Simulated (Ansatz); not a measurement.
Stretching the Ge1–H3 bond in ClGeH3 (SMILES [Cl][GeH3]) (multiplicity 1 held, fragments rigid). Energies count from the point at 1.533 Å.
Geometry at that point (charge 0, multiplicity 1):
```xyz
5

Ge    -0.684     0.032     0.004
Cl     1.488    -0.069    -0.008
H     -1.070     1.467    -0.374
H     -1.143    -0.327     1.422
H     -1.186    -0.983    -1.030
```

Signs of static correlation in def2-SVP, with CASSCF(2,2), from Ansatz (a first-principles code) runs.

| R (Å) | T1 of restricted CCSD | ⟨S²⟩ of UHF | largest double amplitude of restricted CCSD | weight of the CASSCF reference in MRCISD | CASSCF natural occupations |
|---|---|---|---|---|---|
| 1.226 | 0.009 | 0.000 | 0.037 | 0.910 | 1.99 0.01 |
| 1.380 | 0.009 | 0.000 | 0.037 | 0.910 | 1.99 0.01 |
| 1.533 | 0.009 | 0.000 | 0.038 | 0.910 | 1.98 0.02 |
| 1.686 | 0.009 | 0.000 | 0.035 | 0.910 | 1.97 0.03 |
| 1.840 | 0.010 | 0.000 | 0.055 | 0.910 | 1.95 0.05 |
| 2.070 | 0.011 | 0.000 | 0.121 | 0.910 | 1.92 0.08 |
| 2.300 | 0.014 | 0.329 | 0.186 | 0.910 | 1.87 0.13 |
| 2.683 | ? | 0.759 | 0.309 | 0.910 | 1.74 0.26 |
| 3.066 | 0.032 | 0.914 | 0.449 | 0.910 | 1.55 0.45 |
| 3.526 | ? | 0.977 | 0.616 | 0.910 | 1.34 0.66 |
| 4.139 | 0.056 | 0.998 | 0.783 | 0.910 | 1.15 0.85 |
| 4.906 | 0.059 | 1.003 | 0.889 | 0.910 | 1.05 0.95 |

Q: What belongs in the gaps?

A: 
- 2.683, T1 of restricted CCSD: 0.022
- 3.526, T1 of restricted CCSD: 0.045

Doubts at one or more of the structures used: a restricted determinant that unrestricted orbitals would lower (R-CCSD(T)/def2-SVP); other coupled-cluster roots lie near (R-CCSD(T)/def2-SVP); T1 above 0.05 (R-CCSD(T)/def2-SVP, U-CCSD(T)/def2-SVP); a spin-contaminated determinant (U-CCSD(T)/def2-SVP).
